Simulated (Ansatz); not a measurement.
Geometry optimisation, RKS B3LYP-D4/def2-mTZVP in Ansatz.

input.yaml

```yaml
crystal:
  periodic: [false, false, false]
  atoms:
    - { symbol: "N", position_ang: [-0.4919, -0.0339, 1.3033] }
    - { symbol: C, position_ang: [0.2273, 0.1927, 0.063] }
    - { symbol: S, position_ang: [1.9821, -0.1494, 0.1493] }
    - { symbol: C, position_ang: [-0.3718, -0.1836, -1.1858] }
    - { symbol: Se, position_ang: [-0.2537, 1.7674, -1.0202] }
    - { symbol: H, position_ang: [-0.0905, 0.6117, 2.0301] }
    - { symbol: H, position_ang: [-1.4782, 0.397, 1.1673] }
    - { symbol: H, position_ang: [1.8344, -1.4894, 0.466] }
    - { symbol: H, position_ang: [-1.4875, -0.5347, -1.0293] }
    - { symbol: H, position_ang: [0.2131, -0.6289, -1.9407] }
basis:
  gaussian: { orbitals: def2-mTZVP }
hamiltonian:
  xc: b3lyp
  dispersion: d4
relax:
  f_tol: 0.015
  max_steps: 40
output:
  orbitals: {}
```

Launched with:

```bash
$ ansatz run input.yaml --threads 2 --pin off --max-ram 3072MiB --backend cpu --events-out ev --progress --plain --runs-dir out
```

Question: Where does it end, and by what steps?

Answer: The run converged. After 7 steps the energy has fallen by 0.516 eV; H8 moved furthest, 0.32 Å.

```json
{"step": "0", "energy less start (eV)": "0.0000", "largest force component (eV/Å)": "4.194", "accepted": "yes"}
{"step": "1", "energy less start (eV)": "-0.4057", "largest force component (eV/Å)": "1.280", "accepted": "yes"}
{"step": "2", "energy less start (eV)": "-0.4854", "largest force component (eV/Å)": "0.454", "accepted": "yes"}
{"step": "3", "energy less start (eV)": "-0.4960", "largest force component (eV/Å)": "0.561", "accepted": "yes"}
{"step": "4", "energy less start (eV)": "-0.5006", "largest force component (eV/Å)": "0.428", "accepted": "yes"}
{"step": "5", "energy less start (eV)": "-0.5153", "largest force component (eV/Å)": "0.059", "accepted": "yes"}
{"step": "6", "energy less start (eV)": "-0.5160", "largest force component (eV/Å)": "0.037", "accepted": "yes"}
{"step": "7", "energy less start (eV)": "-0.5162", "largest force component (eV/Å)": "0.014", "accepted": "yes"}
```

```xyz
10
Properties=species:S:1:pos:R:3
N -0.449 -0.023 1.268
C 0.215 0.142 0.053
S 2.000 -0.137 0.152
C -0.491 -0.134 -1.195
Se -0.131 1.831 -1.170
H -0.028 0.507 2.023
H -1.443 0.175 1.213
H 1.900 -1.356 0.751
H -1.540 -0.396 -1.122
H 0.050 -0.660 -1.969
```

Time of the run: 40 s on 2 threads of Arm Neoverse V2 (shared host), peak memory 0.33 GiB.
